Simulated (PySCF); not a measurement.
Magnetic shielding above rings: a mixed set.

Probes without a nucleus sit at each ring's centroid and 1 Å off its mean plane on both sides; NICS is minus the shielding there, NICSzz its component along the normal. Level: GIAO PBE0/pcSseg-1 (PySCF, non-relativistic, gas phase) on the GFN2-xTB geometries, one conformer each. Atom numbers follow the mapped SMILES.

**Question.** Order these rings by mean NICS(1)zz, lowest (most negative) first (ppm).
A. ring C2–C3–C4–C5–C6–C7–C8–C9 in `[Cl:1][C:2]1=[CH:3]/[CH:4]=[CH:5]\[CH:6]=[CH:7]/[CH:8]=[CH:9]\1`
B. ring C1–C2–S3 in `[CH2:1]1[CH2:2][S:3]1`
C. ring C8–C9–C10 in `[CH3:1][CH2:2][CH2:3][CH2:4][C:5](=[O:6])[O:7][CH:8]1[CH2:9][CH2:10]1`
D. ring C2–C3–C4–C5–O6–Si7 in `[SiH3:1][C:2]1=[CH:3][CH:4]=[CH:5][O:6][Si@@H:7]1[CH2:8][Cl:9]`
E. ring C2–C3–C4–C5–C6–C7 in `[Cl:1][c:2]1[cH:3][cH:4][cH:5][c:6]2[c:7]1[CH2:8][CH2:9]2`
F. ring C2–C3–C4–C5–C6–C8–C10 in `[O:1]=[c:2]1[cH:3][cH:4][cH:5][c:6]([F:7])[c:8]([F:9])[cH:10]1`

**Answer.** E (-27.0), B (-24.3), C (-20.3), F (-5.6), D (3.6), A (4.7).

| SMILES | ring | NICS(0) | NICS(1) | NICS(1)zz | HOMA | rms pucker (Å) | ring atoms with four or more neighbours |
| --- | --- | --- | --- | --- | --- | --- | --- |
| Clc1cccc2c1CC2 | 6-membered carbocycle; formal bonds all aromatic | -9.6 | -11.1 | -27.0 | 0.97 | 0.00 | 0 |
| C1CS1 | 3-membered ring with S; formal bonds all single | -47.9 | -8.3 | -24.3 | – | 0.00 | 2 |
| CCCCC(=O)OC1CC1 | 3-membered carbocycle; formal bonds all single | -39.7 | -7.9 | -20.3 | – | 0.00 | 3 |
| O=c1cccc(F)c(F)c1 | 7-membered carbocycle; bonds drawn aromatic by RDKit's count | -0.7 | -3.4 | -5.6 | 0.32 | 0.00 | 0 |
| [SiH3]C1=CC=CO[Si@@H]1CCl | 6-membered ring with O and Si; formal bonds 2 double, 4 single | 2.4 | -0.4 | 3.6 | – | 0.07 | 1 |
| ClC1=C/C=C\C=C/C=C\1 | 8-membered carbocycle; formal bonds 4 double, 4 single | 1.3 | -2.2 | 4.7 | -0.23 | 0.41 | 0 |

NICS(0) gives another order. The isotropic NICS(1) gives another order. HOMA uses Krygowski's 1993 parameters; it is left out where a ring has a four-coordinate atom, a triple bond, no multiple bond or a kind of bond without parameters. NICS(1) and NICS(1)zz are means over the two faces.
